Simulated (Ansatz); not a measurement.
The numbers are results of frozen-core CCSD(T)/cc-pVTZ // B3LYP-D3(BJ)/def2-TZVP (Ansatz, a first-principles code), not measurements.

Ansatz 0.2 input:
```yaml
crystal:
  periodic: [false, false, false]
  atoms:
    - { symbol: N, position_ang: [-0.974597, 1.038819, -0.121699] }
    - { symbol: B, position_ang: [-0.000253, 0.000353, 0.003631] }
    - { symbol: N, position_ang: [1.388653, 0.328912, 0.074133] }
    - { symbol: N, position_ang: [-0.415512, -1.365559, 0.061945] }
    - { symbol: H, position_ang: [-1.962478, 0.866629, -0.086423] }
    - { symbol: H, position_ang: [-0.741241, 2.013614, -0.075446] }
    - { symbol: H, position_ang: [1.734954, 1.265954, -0.0182] }
    - { symbol: H, position_ang: [2.115089, -0.362669, 0.096622] }
    - { symbol: H, position_ang: [0.228463, -2.134269, 0.09036] }
    - { symbol: H, position_ang: [-1.373078, -1.651786, -0.024924] }
basis:
  gaussian: { orbitals: cc-pVTZ }
correlation:
  method: ccsd_t
```

Output:

```
Functional definition: HF
1170 factors; integrals over basis functions are off by at most 1.3e-3 eV
mean field evaluation 1: about -5212.1447 eV, gradient 5.1e1 eV
mean field evaluation 2: about -5212.1477 eV, gradient 5.1e1 eV
mean field evaluation 4: about -5217.2476 eV, gradient 3.0e0 eV
mean field evaluation 8: about -5217.2816 eV, gradient 5.4e-2 eV
mean field evaluation 16: about -5217.2786 eV, gradient 3.2e-1 eV
mean field -5217.28160382 eV, -191.7315625399 hartree, gradient 5.0e-6 eV, S^2 0.000000; 0 other end points of the search recorded, 0 dependent functions left out
4 core orbitals not correlated
reference -5217.28160382 eV, -191.7315625399 hartree; 12, 12 occupied and 188, 188 virtual orbitals, 1170 factors
second order -20.25516786 eV of doubles, -0.00000000 eV of singles
cycle   1  -20.51998669 eV  change   -2.6e-1 eV  update   7.5e-2
cycle   2  -20.91967958 eV  change   -4.0e-1 eV  update   2.1e-2
cycle   3  -20.99127660 eV  change   -7.2e-2 eV  update   9.6e-3
cycle   4  -20.98332867 eV  change    7.9e-3 eV  update   2.1e-3
cycle   5  -20.98417274 eV  change   -8.4e-4 eV  update   8.9e-4
cycle   6  -20.98407568 eV  change    9.7e-5 eV  update   2.0e-4
cycle   7  -20.98394960 eV  change    1.3e-4 eV  update   6.4e-5
cycle   8  -20.98392949 eV  change    2.0e-5 eV  update   2.0e-5
perturbative correction -0.78616084 eV, -0.0288908779 hartree
Total energy: -5239.05169415 eV, -192.5315986033 hartree
```

Cost: very roughly 100 core-seconds.
